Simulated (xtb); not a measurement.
A run for xtb: GFN2-xTB on CH6InN (SMILES C[NH][InH2]), a point of a bond scan (R = 1.362 Å).

```
$ xtb mol.xyz --gfn 2 --sp --chrg 0 --uhf 0
9

In    -0.03752919     0.10487719     0.63130161
H     -1.34881149     0.75491230     1.52746469
H      1.51703095    -0.44616652     1.11044164
N     -0.36976692    -0.04668679    -1.36186146
C      0.52710559    -0.54983309    -2.38579940
H     -1.56786865     0.35848859    -1.86813303
H      0.76606523     0.20772366    -3.14278509
H      0.11691729    -1.42177248    -2.91066943
H      1.47071274    -0.86131651    -1.93352653
```

Output:

```
[...]
           -------------------------------------------------
          |                Calculation Setup                |
           -------------------------------------------------



           -------------------------------------------------
          |                 G F N 2 - x T B                 |
           -------------------------------------------------

        Reference                      10.1021/acs.jctc.8b01176
      * Hamiltonian:
        H0-scaling (s, p, d)           1.850000    2.230000    2.230000
        zeta-weighting                 0.500000
      * Dispersion:
        s8                             2.700000
        a1                             0.520000
        a2                             5.000000
        s9                             5.000000
      * Repulsion:
        kExp                           1.500000    1.000000
        rExp                           1.000000
      * Coulomb:
        alpha                          2.000000
        third order                    shell-resolved
        anisotropic                    true
        a3                             3.000000
        a5                             4.000000
        cn-shift                       1.200000
        cn-exp                         4.000000
        max-rad                        5.000000


          ...................................................
          :                      SETUP                      :
          :.................................................:
          :  # basis functions                  24          :
          :  # atomic orbitals                  23          :
          :  # shells                           13          :
          :  # electrons                        18          :
          :  max. iterations                   250          :
          :  Hamiltonian                  GFN2-xTB          :
          :  restarted?                      false          :
          :  GBSA solvation                  false          :
          :  PC potential                    false          :
          :  electronic temp.          300.0000000     K    :
          :  accuracy                    1.0000000          :
          :  -> integral cutoff          0.2500000E+02      :
          :  -> integral neglect         0.1000000E-07      :
          :  -> SCF convergence          0.1000000E-05 Eh   :
          :  -> wf. convergence          0.1000000E-03 e    :
          :  Broyden damping             0.4000000          :
          :  net charge                          0          :
          :  unpaired electrons                  0          :
          ...................................................

 iter      E             dE          RMSdq      gap      omega  full diag
   1     -9.2241936 -0.922419E+01  0.175E+01    1.46       0.0  T
   2     -9.2870816 -0.628880E-01  0.108E+01    3.37       1.0  T
   3     -9.3026301 -0.155485E-01  0.688E+00    2.07       1.0  T
   4     -9.3090101 -0.637995E-02  0.126E+00    2.27       1.0  T
   5     -9.3101934 -0.118337E-02  0.158E-01    2.44       1.0  T
   6     -9.3101927  0.686915E-06  0.122E-01    2.42       1.0  T
   7     -9.3101972 -0.446562E-05  0.255E-02    2.43       1.3  T
   8     -9.3101979 -0.676074E-06  0.143E-02    2.44       2.3  T
   9     -9.3101980 -0.142330E-06  0.226E-03    2.44      14.7  T
  10     -9.3101980 -0.254245E-08  0.387E-04    2.44      86.0  T
  11     -9.3101980 -0.157694E-09  0.840E-05    2.44     397.0  T

   *** convergence criteria satisfied after 11 iterations ***

         #    Occupation            Energy/Eh            Energy/eV
      -------------------------------------------------------------
         1        2.0000           -0.6111600             -16.6305
       ...           ...                  ...                  ...
         3        2.0000           -0.5380570             -14.6413
         4        2.0000           -0.4982135             -13.5571
         5        2.0000           -0.4884559             -13.2916
         6        2.0000           -0.4613651             -12.5544
         7        2.0000           -0.4233839             -11.5209
         8        2.0000           -0.4130426             -11.2395
         9        2.0000           -0.3427452              -9.3266 (HOMO)
        10                         -0.2531398              -6.8883 (LUMO)
        11                         -0.1768899              -4.8134
        12                         -0.1741229              -4.7381
        13                         -0.1013357              -2.7575
        14                         -0.0583323              -1.5873
       ...                                ...                  ...
        23                          0.7547221              20.5370
      -------------------------------------------------------------
                  HL-Gap            0.0896054 Eh            2.4383 eV
             Fermi-level           -0.2979425 Eh           -8.1074 eV

 SCC (total)                   0 d,  0 h,  0 min,  0.004 sec
 SCC setup                      ...        0 min,  0.000 sec (  2.079%)
 Dispersion                     ...        0 min,  0.000 sec (  1.223%)
 classical contributions        ...        0 min,  0.000 sec (  0.466%)
 integral evaluation            ...        0 min,  0.001 sec ( 15.219%)
 iterations                     ...        0 min,  0.002 sec ( 50.077%)
 molecular gradient             ...        0 min,  0.001 sec ( 28.186%)
 printout                       ...        0 min,  0.000 sec (  2.540%)

         :::::::::::::::::::::::::::::::::::::::::::::::::::::
         ::                     SUMMARY                     ::
         :::::::::::::::::::::::::::::::::::::::::::::::::::::
         :: total energy              -9.238222558175 Eh    ::
         :: gradient norm              0.106111746674 Eh/a0 ::
         :: HOMO-LUMO gap              2.438286191715 eV    ::
         ::.................................................::
         :: SCC energy                -9.310195703289 Eh    ::
         :: -> isotropic ES            0.018054151303 Eh    ::
         :: -> anisotropic ES          0.007138604005 Eh    ::
         :: -> anisotropic XC          0.006764567881 Eh    ::
         :: -> dispersion             -0.003885231801 Eh    ::
         :: repulsion energy           0.071973145114 Eh    ::
         :: add. restraining           0.000000000000 Eh    ::
         :: total charge              -0.000000000000 e     ::
         :::::::::::::::::::::::::::::::::::::::::::::::::::::

           -------------------------------------------------
          |                Property Printout                |
           -------------------------------------------------

    * Orbital Energies and Occupations

         #    Occupation            Energy/Eh            Energy/eV
      -------------------------------------------------------------
         1        2.0000           -0.6111600             -16.6305
         2        2.0000           -0.5681864             -15.4611
         3        2.0000           -0.5380570             -14.6413
         4        2.0000           -0.4982135             -13.5571
         5        2.0000           -0.4884559             -13.2916
         6        2.0000           -0.4613651             -12.5544
         7        2.0000           -0.4233839             -11.5209
         8        2.0000           -0.4130426             -11.2395
         9        2.0000           -0.3427452              -9.3266 (HOMO)
        10                         -0.2531398              -6.8883 (LUMO)
        11                         -0.1768899              -4.8134
        12                         -0.1741229              -4.7381
        13                         -0.1013357              -2.7575
Note: The following floating-point exceptions are signalling: IEEE_UNDERFLOW_FLAG IEEE_DENORMAL
normal termination of xtb
        14                         -0.0583323              -1.5873
        15                         -0.0041003              -0.1116
        16                          0.0008617               0.0234
        17                          0.1205892               3.2814
        18                          0.1831880               4.9848
        19                          0.1902068               5.1758
        20                          0.2134479               5.8082
       ...                                ...                  ...
        23                          0.7547221              20.5370
      -------------------------------------------------------------
                  HL-Gap            0.0896054 Eh            2.4383 eV
             Fermi-level           -0.2979425 Eh           -8.1074 eV

     #   Z          covCN         q      C6AA      α(0)
     1  49 In       2.647     0.145   277.301    31.498
     2   1 H        0.903    -0.038     3.813     3.055
     3   1 H        0.903    -0.030     3.650     2.989
     4   7 N        2.170    -0.274    27.631     7.800
     5   6 C        3.718    -0.015    20.968     6.541
     6   1 H        0.460     0.094     3.148     3.088
     7   1 H        0.924     0.031     2.579     2.512
     8   1 H        0.924     0.031     2.579     2.512
     9   1 H        0.924     0.057     2.231     2.336

 Mol. C6AA /au·bohr⁶  :       1341.427373
 Mol. C8AA /au·bohr⁸  :      82052.348347
 Mol. α(0) /au        :         62.329888


Wiberg/Mayer (AO) data.
largest (>0.10) Wiberg bond orders for each atom

 ---------------------------------------------------------------------------
     #   Z sym  total        # sym  WBO       # sym  WBO       # sym  WBO
 ---------------------------------------------------------------------------
     1  49 In   2.679 --     4 N    1.068     3 H    0.730     2 H    0.728
     2   1 H    0.999 --     1 In   0.728     3 H    0.155     4 N    0.102
     3   1 H    0.999 --     1 In   0.730     2 H    0.155
     4   7 N    3.201 --     1 In   1.068     5 C    1.031     6 H    0.881
                             2 H    0.102
     5   6 C    3.988 --     4 N    1.031     7 H    0.973     8 H    0.973
                             9 H    0.954
     6   1 H    0.991 --     4 N    0.881
     7   1 H    0.999 --     5 C    0.973
     8   1 H    0.999 --     5 C    0.973
     9   1 H    0.997 --     5 C    0.954
 ---------------------------------------------------------------------------

Topologies differ in total number of bonds
Writing topology from bond orders to xtbtopo.mol

molecular dipole:
                 x           y           z       tot (Debye)
 q only:        0.106      -0.059      -0.118
   full:        0.096      -0.046      -0.053       0.302
molecular quadrupole (traceless):
                xx          xy          yy          xz          yz          zz
 q only:       -0.248      -0.362      -0.824      -0.353       0.440       1.072
  q+dip:        0.386      -1.051      -2.030       0.678       0.319       1.644
   full:       -1.382       1.231       1.244      -0.145      -0.173       0.139


           -------------------------------------------------
          | TOTAL ENERGY               -9.238222558175 Eh   |
          | GRADIENT NORM               0.106111746674 Eh/α |
          | HOMO-LUMO GAP               2.438286191715 eV   |
           -------------------------------------------------

------------------------------------------------------------------------
------------------------------------------------------------------------
 total:
 SCF:
```

The run finished.

Cost: about 0.03 core-seconds (a rough figure).
